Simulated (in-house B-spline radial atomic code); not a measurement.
Results of a calculation; reference values are marked as such.
# Ge in an electron gas of r_s = 2.07: phase shifts, screening, friction and resistivity

A nucleus sits in a uniform electron gas with a rigid positive background. The Kohn-Sham equations are solved self-consistently in the spin-unpolarised LDA (PW92), non-relativistic, on B-splines with outgoing waves at the boundary and partial waves to l = 8. The model has no lattice, no bands and no magnetic solution. Atomic units; δ_l are the phase shifts at the Fermi level, counted so that each bound state adds π, and good to about 0.0005.

The density parameter is r_s = 2.07 bohr, near that of the valence electrons of Al (3 per atom, density 2.7 g/cm³, mass 26.98 u, which gives r_s = 2.07).

```
l  δ_l (rad)
0    10.1868
1     7.4679
2     3.4232
3     0.0621
4     0.0110
5     0.0021
6     0.0005
7     0.0002
8     0.0001
```

Bound levels below the band bottom (hartree): p -43.24, s -5.511, p -3.744, d -0.6709, s -0.09596 and deeper ones.

(1) Check the Friedel sum rule, and say where the screening charge sits.

(2) Find the transport cross section and the electronic stopping of a 2 keV Ge ion (mass 72.63 u).

(3) What residual resistivity would 1 atomic per cent of such centres give in Al?

(4) On a substitutional site the background of one host ion, a sphere holding 3 charges, is taken out. The phase shifts for l = 0 to 4 become 9.8734, 6.8139, 3.0924, -0.0215, -0.0061. What follows?

## Answers

(1) k_F = (9π/4)^(1/3)/r_s = 0.92713. The rule is Z = (2/π) Σ (2l + 1) δ_l. The terms are s 6.485, p 14.263, d 10.896, f 0.277 and 0.085 beyond, in all 32.006 against Z = 32. Bound states hold 8 s, 12 p, 10 d electrons, so the scattering states carry 2.01 in all; where a term is smaller than its bound count, the bound level has drawn weight out of the band.

(2) σ_tr = (4π/k_F²) Σ (l + 1) sin²(δ_l − δ_(l+1)). The terms for l = 0 to 3 are 0.1683, 1.2332, 0.1422, 0.0104, all together 1.5546, so σ_tr = 14.619 × 1.5546 = 22.728 bohr². With n = 3/(4π r_s³) = 0.02692, the friction coefficient is Q = n k_F σ_tr = 0.5671. For v well below v_F = 0.927, dE/dx = Q v; with 24801 eV per u at v = 1, v = √(2000/(24801 × 72.63)) = 0.0333, so dE/dx = 0.01890 hartree/bohr = 9.72 eV/nm. The largest term couples the p and d waves.

(3) Δρ = k_F n_i σ_tr/n in atomic units of 21.74 μΩ·cm. With one host atom per 3 electrons, n_i/n = 0.01/3, so Δρ = 0.9271 × 0.00333 × 22.728 × 21.74 = 1.53 μΩ·cm. This is an atom added to the gas, as on an interstitial site.

(4) The Friedel sum is now 29.00, for Z − 3 = 29. The sum in σ_tr is 0.6106, so σ_tr = 8.93 bohr² and Δρ = 0.60 μΩ·cm per atomic per cent, 0.39 times the value above. A real host ion scatters too, so this model doesn't give zero even for the host's own atom.
